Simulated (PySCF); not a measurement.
## From computed data to an observable: chemical shift, span and skew from a shielding tensor

AlF₂H₄NO₂Si, SMILES [OH][Al]([OH])[NH][SiH](F)F. Atoms are numbered in the order given.

```xyz
11

Si    -0.2190    -1.4950     0.0000
F      0.1856    -2.4112     1.2751
F      0.1856    -2.4112    -1.2751
N      0.6515    -0.0269     0.0000
Al     0.0258     1.6529     0.0000
O      1.0318     3.0167     0.0000
O     -1.6595     1.8215     0.0000
H     -1.6700    -1.2631     0.0000
H      1.6652    -0.1424     0.0000
H      1.9893     3.0754     0.0000
H     -2.1336     2.6569     0.0000
```
Charge 0, spin multiplicity 1.

Geometry optimised at B3LYP-D3(BJ)/def2-SVP. The structure was generated by enumeration; whether it is a known compound was not checked. Other conformers were not sampled.

GIAO shieldings from PBE/pcSseg-1 in PySCF, non-relativistic, no solvent. The symmetric part of the tensor of F2 has the principal values 229.3, 285.9, 372.6 ppm. The same nucleus in CFCl3 has σ = 133.6 ppm at this level (PySCF, at its B3LYP-D3(BJ)/def2-TZVP geometry).

Task: Work out the isotropic shielding, the ¹⁹F shift against CFCl3, the span and the skew.

Result: 
σ(iso) = (σ11 + σ22 + σ33)/3 = 295.9 ppm. δ = σ(ref) − σ(iso) = 133.6 − (295.9) = -162.3 ppm.
Span Ω = σ33 − σ11 = 143.3 ppm. Skew κ = 3(σ(iso) − σ22)/Ω = 0.21. Tumbling in solution averages the tensor to δ; in a static solid the shielding alone would spread this spin-1/2 line over Ω.
